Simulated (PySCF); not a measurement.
```xyz
3
charge 0 multiplicity 3, angstrom
Ni    0.0000    0.0000   -0.9927
S     1.0160    0.0000    0.8993
S    -1.0160    0.0000    0.8993
```

These are results of UPBE0 in PySCF with Ni def2-TZVP, S def2-TZVP; no relativity; density-fitted integrals, not measurements.

This geometry of NiS2 is a stationary point at this level.

Question: What is the point group?

Answer: C2v.

Question: Is it a minimum?

Answer: Yes: all harmonic wavenumbers are real.

Question: Which band is strongest in the infrared?

Answer: 574 cm⁻¹ (a1), 6 km/mol.

Question: What are the dipole moment and the gap between the highest occupied and lowest empty levels of either spin?

Answer: 3.81 D and 2.86 eV.

Question: Give the ideal-gas entropy at 298.15 K and 1 bar by parts.

Answer: translation 168.8, rotation 101.1, vibration 14.7, spin 9.1; total 293.7 J/(mol K).

Only a few start shapes were tried, so a lower isomer may exist. With open d or f shells other occupations or spin states may lie lower.
